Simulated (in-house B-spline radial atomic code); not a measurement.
Checks on a self-consistent run for S⁵⁺, [Ne] 7f1. Level of theory: Dirac-Hartree-Fock, average of configuration, Fermi nucleus of rms radius 3.2611 fm; calculated with a radial B-spline atomic code at the basis-set limit.

| orbital | q | ε (Eh) | <1/r> | <r²> | small-component weight |
| --- | --- | --- | --- | --- | --- |
| 1s1/2 | 2 | -96.10394 | 15.6737 | 0.012581 | 0.0032387 |
| 2s1/2 | 2 | -12.61656 | 3.11183 | 0.262656 | 0.00050611 |
| 2p1/2 | 2 | -10.30887 | 2.99996 | 0.233366 | 0.00047836 |
| 2p3/2 | 4 | -10.25963 | 2.98074 | 0.235429 | 0.00047554 |
| 7f5/2 | 0.42857 | -0.36780 | 0.122901 | 142.496 | 9.852e-06 |
| 7f7/2 | 0.57143 | -0.36779 | 0.122896 | 142.502 | 9.8518e-06 |

Electron-electron repulsion V_ee = 109.5720 hartree.

Task: What total energy follows from the eigenvalues?

Result: The eigenvalues count the repulsion twice, so E = Σqε - V_ee = -279.465 - 109.572 = -389.037 hartree; the run printed -389.037.

Task: Does the Dirac virial theorem hold?

Result: For a point nucleus E = -2c²Σq·w, with w the small-component weight. Here Σq·w = 0.010358 and c = 137.0360, so the ratio E/(-2c²Σq·w) is 1.000002.

Task: What diamagnetic shielding (Lamb formula) and susceptibility (Langevin formula) do the radii give?

Result: σ = (α²/3)Σq<1/r> = 55.6169/(3·137.036²) = 987.23 ppm, and χ = -0.79199×10⁻⁶·Σq<r²> = -114.4×10⁻⁶ cm³/mol with Σq<r²> = 144.46 bohr². Both are non-relativistic formulas without the paramagnetism of open shells.
